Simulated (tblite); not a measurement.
Method: GFN2-xTB as coded in tblite; computed harmonic values from a numerical Hessian at the method's own geometry, unscaled. Errors from tens to a few hundred cm⁻¹ against measured bands are possible. Modes of hydrogen on silicon can be 10 to 20 % off. One conformer each. Thermal functions are those of the rigid rotor and harmonic oscillator, without mixing of conformers.

Question: Order these by their zero-point energy, highest first (kJ/mol).
A. `CC(C)CN([SiH3])N(C)C`
B. `CC(P(C)CCC)C`
C. `CCCC(C)(C)N1CC1`
D. `CCn1nc(C)cc1C`
E. `CC(C)NCC(F)F`
F. `C1C[SiH2][C@H]([SiH3])CSC1`

Answer: C (618.8), A (608.0), B (586.3), D (470.8), F (446.2), E (415.7).

```csv
SMILES,atoms,mass (u),symmetry number,modes under 300 cm⁻¹,ZPE (kJ/mol),S translation (J/(mol K)),S rotation,S vibration,S,Cp
CCCC(C)(C)N1CC1,26,127.14,1,9,618.8,169.3,122.6,143.4,435.4,182.4
CC(C)CN([SiH3])N(C)C,27,146.12,1,12,608.0,171.0,125.6,181.6,478.2,212.1
CCCP(C)C(C)C,25,132.11,1,12,586.3,169.8,123.7,161.9,455.4,189.3
CCn1nc(C)cc1C,21,124.10,1,8,470.8,169.0,121.3,123.2,413.4,159.7
[SiH3][C@@H]1CSCCC[SiH2]1,22,162.04,1,8,446.2,172.3,125.9,131.1,429.3,189.7
CC(C)NCC(F)F,19,123.09,1,7,415.7,168.9,121.6,119.0,409.5,149.9
```

Entropies and Cp are for 298.15 K and 1 bar.
